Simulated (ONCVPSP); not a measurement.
## How hard is this Sc ONCV potential?

```json
{
  "Element": "Sc (Z = 21)",
  "Generator": "ONCVPSP 4.0.1",
  "Type": "optimised norm-conserving Vanderbilt (ONCV)",
  "Functional": "LDA (Perdew-Zunger)",
  "Relativity": "scalar-relativistic",
  "Frozen core": "[Ne]",
  "Valence charge": "11",
  "Reference configuration": "3s2 3p6 3d1 4s2",
  "Partial waves": "3s+4s: rc 1.60 bohr, ncon 4, nbas 7, qcut 6.5 1/bohr, 2 projectors; 3p: rc 1.10 bohr, ncon 4, nbas 9, qcut 8.8 1/bohr, 1 projector; 3d: rc 2.40 bohr, ncon 5, nbas 10, qcut 6.4 1/bohr, 3 projectors, debl 3 Ha; f scattering state at 0.09 Ha: rc 1.90 bohr, ncon 4, nbas 8, qcut 6.2 1/bohr, 3 projectors, debl 0.8 Ha",
  "Local potential": "polynomial inside 0.95 bohr (lpopt 5, dvloc0 6 Ha)",
  "Core correction": "Teter function, fcfact 1.75, rcfact 1.6"
}
```

Task: For each optimised wave give the share of its norm inside rc, the residual kinetic energy above qcut (Ha) and the cutoffs (Ha) for errors of 10, 1, 0.1 and 0.01 mHa per electron.

Result:

| wave | norm inside rc | residual KE | 10 mHa | 1 mHa | 0.1 mHa | 0.01 mHa |
| --- | --- | --- | --- | --- | --- | --- |
| 3s | 0.897 | 5.9e-05 | 11.4 | 16.4 | 20.4 | 45.3 |
| 4s | 0.038 | 2.8e-05 | 4.0 | 13.9 | 19.0 | 29.4 |
| 3p | 0.496 | 8.7e-05 | 12.4 | 26.9 | 38.3 | 185.9 |
| 3d | 0.758 | 1.7e-05 | 13.5 | 16.4 | 19.0 | 25.9 |
| d projector 2 | 0.202 | 1.0e-03 | 17.2 | 20.7 | 70.3 | 82.7 |
| d projector 3 | 0.195 | 2.7e-02 | 23.7 | 81.6 | 98.2 | 106.0 |
| f projector 1 | 0.000 | 5.3e-09 | 0.2 | 0.5 | 1.3 | 3.9 |
| f projector 2 | 0.042 | 1.1e-05 | 4.8 | 10.2 | 15.2 | 19.5 |
| f projector 3 | 0.108 | 1.1e-04 | 8.9 | 14.7 | 19.2 | 25.8 |

The occupied waves need 27 Ha and 38 Ha for 1 and 0.1 mHa. Rows with under 1 % of the norm inside rc give no meaningful cutoff. The cutoffs count occupied waves only; projector 3 of the d channel, the hardest unoccupied one, needs 82 Ha at the loose tolerance.
